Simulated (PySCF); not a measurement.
Si(OSiH3)3(Cl) (ClH9O3Si4), SMILES [Si](Cl)(O[SiH3])(O[SiH3])O[SiH3].

Geometry: PBE0-D3(BJ)/def2-SVP. One conformer was computed; it need not be the lowest.

These are PBE0-D3(BJ)/def2-SVP run with PySCF 2.14.0 values and carry that method's errors.

Frequencies are harmonic and unscaled.

```json
[
 {"mode": "1", "ν (cm⁻¹)": "13", "IR (km/mol)": "0.5", "moving atoms (share of kinetic energy)": "Si 59 %, H 20 %, Cl 13 %"},
 {"mode": "2", "ν (cm⁻¹)": "18", "IR (km/mol)": "0.5", "moving atoms (share of kinetic energy)": "Si 40 %, O 29 %, H 26 %"},
 {"mode": "3", "ν (cm⁻¹)": "22", "IR (km/mol)": "1.1", "moving atoms (share of kinetic energy)": "Si 45 %, O 21 %, H 20 %, Cl 14 %"},
 {"mode": "4", "ν (cm⁻¹)": "35", "IR (km/mol)": "0.2", "moving atoms (share of kinetic energy)": "H 89 %"},
 {"mode": "5", "ν (cm⁻¹)": "41", "IR (km/mol)": "0.8", "moving atoms (share of kinetic energy)": "Si 52 %, H 37 %"},
 {"mode": "6", "ν (cm⁻¹)": "46", "IR (km/mol)": "0.0", "moving atoms (share of kinetic energy)": "H 91 %"},
 {"mode": "7", "ν (cm⁻¹)": "53", "IR (km/mol)": "0.1", "moving atoms (share of kinetic energy)": "H 71 %, Cl 13 %, Si 9 %"},
 {"mode": "8", "ν (cm⁻¹)": "61", "IR (km/mol)": "1.3", "moving atoms (share of kinetic energy)": "Cl 38 %, Si 37 %, H 13 %, O 12 %"},
 {"mode": "9", "ν (cm⁻¹)": "83", "IR (km/mol)": "0.6", "moving atoms (share of kinetic energy)": "O 50 %, Si 31 %, H 13 %"},
 {"mode": "10", "ν (cm⁻¹)": "213", "IR (km/mol)": "2.2", "moving atoms (share of kinetic energy)": "O 59 %, Cl 18 %, Si 17 %"},
 {"mode": "11", "ν (cm⁻¹)": "229", "IR (km/mol)": "1.6", "moving atoms (share of kinetic energy)": "O 70 %, Si 14 %, Cl 10 %"},
 {"mode": "12", "ν (cm⁻¹)": "303", "IR (km/mol)": "26.6", "moving atoms (share of kinetic energy)": "O 51 %, Si 26 %, Cl 17 %"},
 {"mode": "13", "ν (cm⁻¹)": "306", "IR (km/mol)": "31.6", "moving atoms (share of kinetic energy)": "O 59 %, Si 27 %"},
 {"mode": "14", "ν (cm⁻¹)": "340", "IR (km/mol)": "33.9", "moving atoms (share of kinetic energy)": "O 58 %, Si 25 %, Cl 10 %"},
 {"mode": "15", "ν (cm⁻¹)": "463", "IR (km/mol)": "10.9", "moving atoms (share of kinetic energy)": "Cl 34 %, O 31 %, Si 29 %"},
 {"mode": "16", "ν (cm⁻¹)": "650", "IR (km/mol)": "87.8", "moving atoms (share of kinetic energy)": "Si 65 %, H 16 %, Cl 11 %"},
 {"mode": "17", "ν (cm⁻¹)": "694", "IR (km/mol)": "0.7", "moving atoms (share of kinetic energy)": "Si 57 %, H 35 %"},
 {"mode": "18", "ν (cm⁻¹)": "700", "IR (km/mol)": "1.2", "moving atoms (share of kinetic energy)": "Si 58 %, H 33 %, O 9 %"},
 {"mode": "19", "ν (cm⁻¹)": "722", "IR (km/mol)": "9.2", "moving atoms (share of kinetic energy)": "H 83 %, Si 9 %"},
 {"mode": "20", "ν (cm⁻¹)": "725", "IR (km/mol)": "19.3", "moving atoms (share of kinetic energy)": "H 83 %, Si 9 %"},
 {"mode": "21", "ν (cm⁻¹)": "729", "IR (km/mol)": "38.7", "moving atoms (share of kinetic energy)": "H 83 %, Si 9 %"},
 {"mode": "22", "ν (cm⁻¹)": "740", "IR (km/mol)": "78.3", "moving atoms (share of kinetic energy)": "H 64 %, Si 19 %, O 17 %"},
 {"mode": "23", "ν (cm⁻¹)": "745", "IR (km/mol)": "196.3", "moving atoms (share of kinetic energy)": "H 67 %, O 17 %, Si 16 %"},
 {"mode": "24", "ν (cm⁻¹)": "752", "IR (km/mol)": "129.5", "moving atoms (share of kinetic energy)": "H 54 %, O 24 %, Si 22 %"},
 {"mode": "25", "ν (cm⁻¹)": "947", "IR (km/mol)": "17.0", "moving atoms (share of kinetic energy)": "H 96 %"},
 {"mode": "26", "ν (cm⁻¹)": "948", "IR (km/mol)": "31.8", "moving atoms (share of kinetic energy)": "H 96 %"},
 {"mode": "27", "ν (cm⁻¹)": "949", "IR (km/mol)": "40.2", "moving atoms (share of kinetic energy)": "H 96 %"},
 {"mode": "28", "ν (cm⁻¹)": "951", "IR (km/mol)": "202.9", "moving atoms (share of kinetic energy)": "H 95 %"},
 {"mode": "29", "ν (cm⁻¹)": "951", "IR (km/mol)": "48.0", "moving atoms (share of kinetic energy)": "H 95 %"},
 {"mode": "30", "ν (cm⁻¹)": "952", "IR (km/mol)": "104.6", "moving atoms (share of kinetic energy)": "H 95 %"},
 {"mode": "31", "ν (cm⁻¹)": "963", "IR (km/mol)": "651.0", "moving atoms (share of kinetic energy)": "H 77 %, Si 16 %"},
 {"mode": "32", "ν (cm⁻¹)": "965", "IR (km/mol)": "1015.2", "moving atoms (share of kinetic energy)": "H 78 %, Si 15 %"},
 {"mode": "33", "ν (cm⁻¹)": "999", "IR (km/mol)": "18.6", "moving atoms (share of kinetic energy)": "H 90 %, Si 10 %"},
 {"mode": "34", "ν (cm⁻¹)": "1114", "IR (km/mol)": "100.1", "moving atoms (share of kinetic energy)": "O 84 %, Si 14 %"},
 {"mode": "35", "ν (cm⁻¹)": "1121", "IR (km/mol)": "472.5", "moving atoms (share of kinetic energy)": "O 66 %, Si 21 %, H 13 %"},
 {"mode": "36", "ν (cm⁻¹)": "1129", "IR (km/mol)": "596.4", "moving atoms (share of kinetic energy)": "O 66 %, Si 23 %, H 11 %"},
 {"mode": "37", "ν (cm⁻¹)": "2244", "IR (km/mol)": "51.2", "moving atoms (share of kinetic energy)": "H 97 %"},
 {"mode": "38", "ν (cm⁻¹)": "2246", "IR (km/mol)": "89.7", "moving atoms (share of kinetic energy)": "H 97 %"},
 {"mode": "39", "ν (cm⁻¹)": "2250", "IR (km/mol)": "78.5", "moving atoms (share of kinetic energy)": "H 98 %"},
 {"mode": "40", "ν (cm⁻¹)": "2252", "IR (km/mol)": "100.6", "moving atoms (share of kinetic energy)": "H 96 %"},
 {"mode": "41", "ν (cm⁻¹)": "2253", "IR (km/mol)": "128.7", "moving atoms (share of kinetic energy)": "H 96 %"},
 {"mode": "42", "ν (cm⁻¹)": "2256", "IR (km/mol)": "120.9", "moving atoms (share of kinetic energy)": "H 97 %"},
 {"mode": "43", "ν (cm⁻¹)": "2268", "IR (km/mol)": "76.1", "moving atoms (share of kinetic energy)": "H 96 %"},
 {"mode": "44", "ν (cm⁻¹)": "2269", "IR (km/mol)": "176.0", "moving atoms (share of kinetic energy)": "H 96 %"},
 {"mode": "45", "ν (cm⁻¹)": "2270", "IR (km/mol)": "105.1", "moving atoms (share of kinetic energy)": "H 97 %"}
]
```
